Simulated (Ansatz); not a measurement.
Basis-set series for CH₈O₂Si₂, SMILES `OC(O)([SiH3])[SiH3]`. The species carries charge 0 and has multiplicity 1. Geometry: relaxed with PBE0-D4/def2-TZVP. It is one conformer, not always the lowest.

```json
{"functional": "PBE0-D4", "basis": "def2-TZVPP", "functions": "289", "energy (Eh)": "-771.96928", "HOMO (eV)": "-7.57", "LUMO (eV)": "-0.09"}
{"functional": "PBE0-D4", "basis": "def2-QZVPP", "functions": "551", "energy (Eh)": "-772.00002", "HOMO (eV)": "-7.60", "LUMO (eV)": "-0.28"}
{"functional": "ωB97M-V", "basis": "def2-TZVPP", "functions": "289", "energy (Eh)": "-772.29849", "HOMO (eV)": "-9.82", "LUMO (eV)": "1.53"}
{"functional": "ωB97M-V", "basis": "def2-QZVPP", "functions": "551", "energy (Eh)": "-772.32734", "HOMO (eV)": "-9.85", "LUMO (eV)": "1.16"}
```

Q: Give the rows for def2-SVP. (Best estimate.)

A: Ansatz gave: 
| functional | basis | functions | energy (Eh) | HOMO (eV) | LUMO (eV) |
| --- | --- | --- | --- | --- | --- |
| PBE0-D4 | def2-SVP | 118 | -771.53660 | -7.45 | 0.32 |
| ωB97M-V | def2-SVP | 118 | -771.85676 | -9.67 | 2.15 |

Positive LUMOs are unbound and depend on the basis.
